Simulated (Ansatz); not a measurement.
Pb2S5⁻. Charge -1, multiplicity 2. Geometry PBE-D4/def2-SVPD.

Cartesian coordinates in Å:
```
Pb 1.388 0.311 1.063
Pb -1.385 -1.582 0.658
S -0.289 0.905 -2.380
S -1.172 0.935 1.484
S 0.086 2.489 -1.192
S 0.896 -2.219 1.807
S 0.476 -0.839 -1.441
```

In the def2 sets Pb takes a core potential; there is no spin–orbit coupling. Another isomer (doublet) lies 0.36 eV lower at PBE0-D4/def2-SVP; other spin states weren't run for this one.

Estimate the α-spin orbital energies around the gap (eV) in Ansatz with LDA (SPW92)/def2-SVP, PBE-D4/def2-SVP, revPBE-D4/def2-SVP, r2SCAN-D4/def2-SVP, PBE0-D4/def2-SVP.


```csv
orbital,LDA (SPW92)/def2-SVP,PBE-D4/def2-SVP,revPBE-D4/def2-SVP,r2SCAN-D4/def2-SVP,PBE0-D4/def2-SVP
HOMO−5,-2.23,-2.07,-2.02,-2.40,-3.17
HOMO−4,-1.94,-1.80,-1.75,-2.13,-2.89
HOMO−3,-1.70,-1.58,-1.54,-1.94,-2.82
HOMO−2,-1.29,-1.14,-1.09,-1.42,-2.12
HOMO−1,-1.06,-0.92,-0.88,-1.20,-1.96
HOMO,-0.64,-0.58,-0.55,-0.94,-1.77
LUMO,1.32,1.53,1.60,1.54,2.20
LUMO+1,1.72,1.94,2.03,2.04,2.60
LUMO+2,1.80,2.03,2.12,2.13,2.67
LUMO+3,2.35,2.57,2.65,2.76,3.23
LUMO+4,2.58,2.79,2.88,2.92,3.51
LUMO+5,2.78,2.99,3.06,3.11,3.74
β HOMO,-0.98,-0.83,-0.78,-1.08,-1.81
β LUMO,-0.20,-0.02,0.02,-0.14,0.45
```
